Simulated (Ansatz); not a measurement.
A nudged elastic band was laid between two geometries of FGeH$_{3}$O (6 atoms, charge 0, multiplicity 1).

Method: RKS PBE0-D4/def2-SVP (Ansatz 0.2.0).

| Item | Value |
| --- | --- |
| movable images | 7 |
| climbing image | yes |
| spring | 5.0 eV/Å² |
| optimiser | quadratic models (default) |
| start path | through a guess of the saddle point |
| force threshold | 0.05 eV/Å |
| iteration limit | 60 |
| end points | relaxed |

Image 0:

```xyz
6
Properties=species:S:1:pos:R:3
Ge 0.178 0.044 0.132
F 0.260 0.111 1.870
H 1.607 -0.285 -0.327
H -0.425 1.352 -0.376
O -0.972 -1.220 -0.294
H -0.724 -2.091 0.035
```

Image 8:

```xyz
6
Properties=species:S:1:pos:R:3
Ge 0.471 0.867 -0.255
F 0.843 0.311 1.428
H 0.413 -1.378 0.580
H -1.126 0.968 -0.012
O 0.135 -1.334 -0.357
H -0.813 -1.523 -0.344
```

Task: Which bonds break or form, and what moves?

Result: Bonds broken: Ge1–H3. Bonds formed: H3–O5.

Task: Give the energies along the band, and the barrier.

Result: The forces met the threshold. The highest image is number 3 of 0 to 8, 2.61 eV above the first end and 1.78 eV above the last; the last end lies 0.83 eV above the first. Neighbouring images differ by up to 2.2 eV, so the band resolves the path poorly. A vibrational analysis at the climbing image gives one clearly imaginary mode, 1300i cm⁻¹: a first-order saddle point. The orbitals stay closed-shell, which can raise the energy where a bond breaks towards radicals; this wasn't checked here.

```
image  path coordinate (Å)  energy (eV)  Ge1–H3 (Å)  H3–O5 (Å)
    0                 0.00         0.00        1.54       2.74
    1                 0.85         0.02        1.53       2.66
    2                 1.69         0.36        1.51       2.77
    3                 2.54         2.61        1.62       2.92
    4                 3.28         1.70        2.41       3.35
    5                 4.03         1.65        2.76       3.00
    6                 4.78         1.51        2.52       2.16
    7                 5.53         1.36        2.09       1.34
    8                 6.28         0.83        2.40       0.98
```

Task: What is the geometry of the highest image?

Result: 
```xyz
6
Properties=species:S:1:pos:R:3:forces:R:3
Ge 0.230 -0.052 -0.276 0.01 -0.01 -0.02
F 1.056 0.082 1.564 0.00 0.01 0.02
H 1.686 0.038 0.430 0.01 -0.01 0.00
H -0.909 1.011 -0.221 -0.01 0.01 0.00
O -0.597 -1.614 -0.320 0.00 0.02 0.00
H -1.542 -1.555 -0.137 -0.01 -0.02 0.00
```

The band took 25 iterations and roughly 4 core-minutes.

Run time: 3.6 min on 1 thread of Intel(R) Xeon(R) 6975P-C (Granite Rapids), with other jobs on the host, peak memory 0.16 GiB.
